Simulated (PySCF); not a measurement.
**Ti²⁰⁺ (titanium, charge +20): UHF calculation**

Configuration: 1s2, closed-shell 1S. Computed with PySCF 2.14 in an uncontracted even-tempered set (15 s from 18 bohr⁻², ratio 2.5; 6 p from 28 bohr⁻², ratio 2.7; 3 d from 85 bohr⁻², ratio 2.7; 3 f from 130 bohr⁻², ratio 2.7), with scalar relativity by spin-free X2C-1e.

```
Total energy             : -473.319963 hartree
One-electron energy      : -487.0399 hartree
Hartree (Coulomb) energy : 27.4400 hartree
Exchange energy          : -13.7200 hartree
⟨S²⟩                     : 0.0000
⟨L²⟩                     : 0.000
Sum of ⟨r⟩               : 0.1370 bohr
Sum of ⟨r²⟩              : 0.01260 bohr²
Time after the integrals : 0.3 s of wall time on 1 thread of Neoverse-N1 (shared host)
```

| shell | electrons | mean orbital energy (hartree) | rms radius, mean of both spins (bohr) |
| --- | --- | --- | --- |
| 1s | 2 | -229.79999 | 0.0794 |

Densities and radii are taken from the X2C orbitals without a picture-change correction, which distorts them close to the nucleus.
